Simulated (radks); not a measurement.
Excited configurations of Ba: one electron is placed in a higher orbital outside [Xe] 6s1. The ground configuration is [Xe] 6s2. All-electron calculation, Dirac Kohn-Sham, LDA (Slater exchange, Perdew-Wang correlation), spin-unpolarised, spherical densities, finite nucleus; open shells fill j = l - 1/2 first; Fermi nuclear charge, rms radius 4.8378 fm. Program: a radial shooting solver on a logarithmic mesh with Libxc functionals. Excitation = E - E(ground); binding = E(ion) - E, where the ion is the core of charge +1; n* = 1/sqrt(2 binding) in atomic units, and the quantum defect is n - n*.

[
 {"outer orbital": "4f5/2", "excitation (eV)": "4.273", "binding (eV)": "1.264", "eigenvalue (eV)": "-0.326", "<r> (bohr)": "13.16"},
 {"outer orbital": "5d3/2", "excitation (eV)": "1.288", "binding (eV)": "4.249", "eigenvalue (eV)": "-1.502", "<r> (bohr)": "3.826"},
 {"outer orbital": "5f5/2", "excitation (eV)": "4.597", "binding (eV)": "0.940", "eigenvalue (eV)": "-0.428", "<r> (bohr)": "16.54"},
 {"outer orbital": "6p1/2", "excitation (eV)": "2.007", "binding (eV)": "3.530", "eigenvalue (eV)": "-1.839", "<r> (bohr)": "6.013"},
 {"outer orbital": "6d3/2", "excitation (eV)": "4.023", "binding (eV)": "1.514", "eigenvalue (eV)": "-0.729", "<r> (bohr)": "11.42"},
 {"outer orbital": "6f5/2", "excitation (eV)": "4.873", "binding (eV)": "0.664", "eigenvalue (eV)": "-0.374", "<r> (bohr)": "27.88"},
 {"outer orbital": "7s1/2", "excitation (eV)": "3.505", "binding (eV)": "2.033", "eigenvalue (eV)": "-1.210", "<r> (bohr)": "10.81"},
 {"outer orbital": "7p1/2", "excitation (eV)": "3.989", "binding (eV)": "1.549", "eigenvalue (eV)": "-0.906", "<r> (bohr)": "13.42"},
 {"outer orbital": "7d3/2", "excitation (eV)": "4.603", "binding (eV)": "0.934", "eigenvalue (eV)": "-0.542", "<r> (bohr)": "21.29"},
 {"outer orbital": "7f5/2", "excitation (eV)": "5.053", "binding (eV)": "0.484", "eigenvalue (eV)": "-0.298", "<r> (bohr)": "41.82"}
]

The Delta-SCF ionisation energy is 5.537 eV (NIST Atomic Spectra Database: 5.212 eV, measured). Self-interaction in the functional shifts the binding energies and quantum defects, so they are the method's values and not measured ones. Spin polarisation and multiplet splitting are left out, so open shells lie too high by an amount that depends on their filling.

Beside tabulated values, note that spin-unpolarised runs miss the spin-polarisation part of the exchange energy of open shells.
